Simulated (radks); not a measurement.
The numbers below are computed, except where a source is named.
How relativity changes the ionisation of the gallium ion Ga+ ([Ar] 3d10 4s2) to Ga2+ ([Ar] 3d10 4s1). Spin-unpolarised spherical Kohn-Sham, PBE, point nucleus unless stated (finite: rms radius 3.9973 fm), a radial shooting solver on a logarithmic mesh with Libxc functionals. A level marked "c x" has the speed of light scaled by that factor.

level                        E(Ga+) (hartree)  E(Ga2+) (hartree)  IE (eV)   HOMO  <r> HOMO (bohr)
non-rel.                          -1924.35344        -1923.59042   20.763     4s            2.251
scalar-rel.                       -1943.72879        -1942.95234   21.128     4s            2.217
scalar-rel., finite nucleus       -1943.71818        -1942.94173   21.128     4s            2.217
Dirac                             -1943.80960        -1943.03314   21.128  4s1/2            2.217
Dirac, finite nucleus             -1943.79897        -1943.02252   21.128  4s1/2            2.217
Dirac, c x 1.5                    -1932.87921        -1932.11034   20.922  4s1/2            2.236
Dirac, c x 2                      -1929.12586        -1928.35957   20.852  4s1/2            2.243
Dirac, c x 5                      -1925.11305        -1924.34951   20.777  4s1/2            2.250

NIST Atomic Spectra Database: 20.515 eV (measured). The relativistic part of the total energy of Ga+ is -19.45 hartree (Dirac, finite nucleus), 1 % of the non-relativistic value. Spin polarisation and multiplet splitting of open shells are left out at every level.

Beside tabulated values, note that spin-unpolarised runs miss the spin-polarisation part of the exchange energy of open shells.
